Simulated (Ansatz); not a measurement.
Computed with Ansatz on PBE0-D4/def2-TZVP structures; ΔE is electronic, products minus reactants. CCSD(T)/CBS adds triple-zeta CCSD(T) − MP2 to the extrapolated MP2 energy (def2 sets, frozen cores). Functionals use def2-TZVPP. Each species was taken in one conformer, which may not be the lowest.

Consider the formal exchange of groups at the Si–Si bond: `N[SiH]([SiH3])CCl` + `C=CC(O)=S` → `N[SiH](O)CCl` + `C=CC([SiH3])=S`.

`N[SiH]([SiH3])CCl`:

Cartesian coordinates in Å:
```
N 1.419 -1.261 -0.523
Si 0.235 -0.021 -0.582
Si 0.517 1.414 1.252
C -1.544 -0.671 -0.567
Cl -2.655 0.731 -0.597
H 1.686 -1.723 0.329
H 1.702 -1.777 -1.339
H 0.402 0.697 -1.874
H -0.278 2.661 1.120
H 0.098 0.714 2.501
H 1.955 1.773 1.389
H -1.769 -1.248 0.330
H -1.768 -1.287 -1.439
```

`C=CC(O)=S`:

Cartesian coordinates in Å:
```
C -0.324 -1.106 -1.109
C 0.231 -0.007 -0.610
C 0.016 0.455 0.761
O 0.695 1.582 0.986
S -0.906 -0.253 1.908
H -0.977 -1.719 -0.498
H -0.137 -1.410 -2.131
H 0.886 0.616 -1.210
H 0.517 1.840 1.903
```

`N[SiH](O)CCl`:

```xyz
11

N     0.256    0.216    1.619
Si   -0.335   -0.572    0.227
O    -1.885   -0.263   -0.231
C     0.817   -0.066   -1.173
Cl    0.667    1.711   -1.402
H     0.575    1.170    1.561
H    -0.112    0.005    2.532
H    -0.315   -2.035    0.453
H    -2.080    0.636   -0.504
H     0.548   -0.530   -2.122
H     1.865   -0.274   -0.960
```

`C=CC([SiH3])=S`:

```xyz
11

C     0.568    1.221   -1.781
C     0.453    0.754   -0.537
C    -0.328   -0.422   -0.163
Si   -0.411   -0.966    1.648
S    -1.174   -1.354   -1.198
H     0.065    0.725   -2.605
H     1.163    2.100   -1.998
H     0.966    1.267    0.273
H     0.405   -0.059    2.507
H     0.116   -2.347    1.757
H    -1.824   -0.920    2.095
```

```tsv
level	ΔE (kcal/mol)	difference from CCSD(T)/CBS
PBE0-D4	-20.6	7.2
ωB97M-V	-25.7	2.1
B2PLYP	-26.3	1.5
HF/def2-TZVPP	-27.3	0.5
MP2/def2-TZVPP	-29.4	-1.6
CCSD(T)/def2-TZVPP	-27.1	0.7
HF/def2-QZVPP	-27.7	0.1
MP2/def2-QZVPP	-29.9	-2.1
HF/CBS(def2)	-27.8	0.0
MP2/CBS(def2)	-30.1	-2.3
CCSD(T)/CBS	-27.8	0
```

Largest T1 diagnostic among the species: 0.018.

From PBE to PBE0 (25 % exact exchange), in def2-TZVPP and without D4, ΔE moves by −1.9 kcal/mol.
